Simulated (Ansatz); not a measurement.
Ansatz (a quantum-chemistry and plane-wave program) input (HF/6-31G* with LANL2DZ past Ar): The .json file joins the Basis Set Exchange's 6-31G* for atoms up to Ar and LANL2DZ past it.

Ansatz 0.2 input:
```yaml
crystal:
  periodic: [false, false, false]
  atoms:
    - {symbol: Sb, position_ang: [0.23486357, 0.16672742, -0.00621194]}
    - {symbol: F, position_ang: [-1.30248780, -0.92462375, 0.03444968]}
    - {symbol: F, position_ang: [-1.15436279, 1.59944413, 0.09216662]}
    - {symbol: F, position_ang: [1.12595703, -1.61960911, -0.09141532]}
basis:
  gaussian:
    orbitals: 6-31Gs+LANL2DZ.json
hamiltonian:
  xc: {name: HF}
total_charge: -1
magnetization: {spin_polarized: true, initial_magnetization: 1}
phonons: {temperatures: {t_min: 298.15, t_max: 298.15, t_step: 100}}
```

Problem. Which harmonic wavenumbers does it give?

Solution. -34, 225, 331, 454, 477, 625 cm⁻¹ (unscaled; negative means imaginary).
